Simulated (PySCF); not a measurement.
F2Mg, charge -1, doublet, geometry from GFN2-xTB (such geometries of metal compounds can be far from the true shape) (a state made from the parent by changing its charge; the spin is typed, not shown lowest); CAMB3LYP/6-31G** (PySCF).

Input for PySCF:
```python
from pyscf import gto, scf, dft

mol = gto.M(
    atom='''
Mg    0.00000000    0.00000000    0.00000000
F     0.00000000    0.00000000    1.79816197
F    -0.00000000   -0.00000000   -1.79816197
''',
    basis='6-31g**',
    charge=-1,
    spin=1,
    verbose=4,
)

mf = dft.UKS(mol)
mf.xc = 'camb3lyp'
mf.DIIS = scf.EDIIS
mf.kernel()
```

The log (banner, timings and long lists left out):

```
PySCF version 2.14.0

[INPUT] verbose = 4
[INPUT] num. atoms = 3
[INPUT] num. electrons = 31
[INPUT] charge = -1
[INPUT] spin (= nelec alpha-beta = 2S) = 1
[INPUT] symmetry False subgroup None
[INPUT] Mole.unit = angstrom
[INPUT] Symbol           X                Y                Z      unit          X                Y                Z       unit  Magmom
[...]
nuclear repulsion = 75.4848322150757
number of shells = 20
number of NR pGTOs = 105
number of NR cGTOs = 46
basis = 6-31g**
ecp = {}

******** <class 'pyscf.dft.uks.UKS'> ********
method = UKS
initial guess = minao
damping factor = 0
level_shift factor = 0
DIIS = <class 'pyscf.scf.diis.EDIIS'>
diis_start_cycle = 1
diis_space = 8
diis_damp = 0
SCF conv_tol = 1e-09
SCF conv_tol_grad = None
SCF max_cycles = 50
direct_scf = True
direct_scf_tol = 1e-13
number electrons alpha = 16  beta = 15
XC library pyscf.dft.libxc version 7.1.2
    S. Lehtola, C. Steigemann, M. J. T. Oliveira, and M. A. L. Marques,  SoftwareX 7, 1–5 (2018)
XC functionals = camb3lyp
    T. Yanai, D. P. Tew, and N. C. Handy,  Chem. Phys. Lett. 393, 51 (2004)
radial grids:
    Treutler-Ahlrichs [JCP 102, 346 (1995); DOI:10.1063/1.469408] (M4) radial grids

becke partition: Becke, JCP 88, 2547 (1988); DOI:10.1063/1.454033
pruning grids: <function nwchem_prune>
grids dens level: 3
symmetrized grids: False
atomic radii adjust function: <function treutler_atomic_radii_adjust>
small_rho_cutoff = 0
Set gradient conv threshold to 3.16228e-05
tot grids = 47104
init E= -399.569728366803

cycle= 1 E= -399.62063752661  delta_E= -0.0509  |g|= 0.738  |ddm|= 0.985
cycle= 2 E= -399.307495061903  delta_E= 0.313  |g|= 1.25  |ddm|= 1.46
cycle= 3 E= -399.802477869872  delta_E= -0.495  |g|= 0.232  |ddm|= 0.894
cycle= 4 E= -399.802477864416  delta_E= 5.46e-09  |g|= 0.232  |ddm|= 1.99e-08
cycle= 5 E= -399.802477863158  delta_E= 1.26e-09  |g|= 0.232  |ddm|= 4.6e-09
cycle= 6 E= -399.802477864505  delta_E= -1.35e-09  |g|= 0.232  |ddm|= 4.92e-09
cycle= 7 E= -399.802477863216  delta_E= 1.29e-09  |g|= 0.232  |ddm|= 4.71e-09
cycle= 8 E= -399.802477863873  delta_E= -6.56e-10  |g|= 0.232  |ddm|= 2.4e-09
cycle= 9 E= -399.802477863875  delta_E= -2.73e-12  |g|= 0.232  |ddm|= 9.46e-12
cycle= 10 E= -399.765863862388  delta_E= 0.0366  |g|= 0.419  |ddm|= 0.118
cycle= 11 E= -399.784512752952  delta_E= -0.0186  |g|= 0.338  |ddm|= 0.426
cycle= 12 E= -399.81993949449  delta_E= -0.0354  |g|= 0.0272  |ddm|= 0.171
[...]
cycle= 22 E= -399.819728210728  delta_E= 2.22e-10  |g|= 0.0378  |ddm|= 5.31e-09
cycle= 23 E= -399.819728210705  delta_E= 2.3e-11  |g|= 0.0378  |ddm|= 5.51e-10
cycle= 24 E= -399.819728210779  delta_E= -7.33e-11  |g|= 0.0378  |ddm|= 1.73e-09
cycle= 25 E= -399.81972821157  delta_E= -7.91e-10  |g|= 0.0378  |ddm|= 1.89e-08
cycle= 26 E= -399.819728211271  delta_E= 2.99e-10  |g|= 0.0378  |ddm|= 7.14e-09
cycle= 27 E= -399.819728211296  delta_E= -2.5e-11  |g|= 0.0378  |ddm|= 5.8e-10
cycle= 28 E= -399.819347907021  delta_E= 0.00038  |g|= 0.0517  |ddm|= 0.0493
cycle= 29 E= -399.820161542087  delta_E= -0.000814  |g|= 0.00532  |ddm|= 0.0317
cycle= 30 E= -399.820161542556  delta_E= -4.69e-10  |g|= 0.00532  |ddm|= 7.99e-08
cycle= 31 E= -399.820161542459  delta_E= 9.69e-11  |g|= 0.00532  |ddm|= 1.66e-08
cycle= 32 E= -399.820161542497  delta_E= -3.75e-11  |g|= 0.00532  |ddm|= 6.47e-09
cycle= 33 E= -399.820161542571  delta_E= -7.4e-11  |g|= 0.00532  |ddm|= 1.26e-08
cycle= 34 E= -399.820161542398  delta_E= 1.73e-10  |g|= 0.00532  |ddm|= 2.95e-08
cycle= 35 E= -399.820161542573  delta_E= -1.75e-10  |g|= 0.00532  |ddm|= 2.98e-08
cycle= 36 E= -399.820069781236  delta_E= 9.18e-05  |g|= 0.018  |ddm|= 0.00725
cycle= 37 E= -399.820144686727  delta_E= -7.49e-05  |g|= 0.00911  |ddm|= 0.0151
cycle= 38 E= -399.820166517417  delta_E= -2.18e-05  |g|= 0.00349  |ddm|= 0.00317
cycle= 39 E= -399.820166518006  delta_E= -5.89e-10  |g|= 0.00349  |ddm|= 1.52e-07
cycle= 40 E= -399.820166517598  delta_E= 4.09e-10  |g|= 0.00349  |ddm|= 1.06e-07
cycle= 41 E= -399.820166517575  delta_E= 2.31e-11  |g|= 0.00349  |ddm|= 6.08e-09
cycle= 42 E= -399.820166517736  delta_E= -1.61e-10  |g|= 0.00349  |ddm|= 4.19e-08
cycle= 43 E= -399.820166517948  delta_E= -2.12e-10  |g|= 0.00349  |ddm|= 5.49e-08
cycle= 44 E= -399.820166517541  delta_E= 4.08e-10  |g|= 0.00349  |ddm|= 1.05e-07
cycle= 45 E= -399.820162827894  delta_E= 3.69e-06  |g|= 0.00491  |ddm|= 0.0047
cycle= 46 E= -399.820170181415  delta_E= -7.35e-06  |g|= 0.000556  |ddm|= 0.00305
cycle= 47 E= -399.82017018146  delta_E= -4.46e-11  |g|= 0.000556  |ddm|= 7.16e-08
cycle= 48 E= -399.820170181422  delta_E= 3.74e-11  |g|= 0.000556  |ddm|= 6.17e-08
cycle= 49 E= -399.820170181405  delta_E= 1.73e-11  |g|= 0.000556  |ddm|= 2.78e-08
cycle= 50 E= -399.820170181611  delta_E= -2.06e-10  |g|= 0.000555  |ddm|= 3.34e-07
SCF not converged.
SCF energy = -399.820170181611 after 50 cycles  <S^2> = 0.75111662  2S+1 = 2.0011163
```

The run did not converge; its last values are not results.
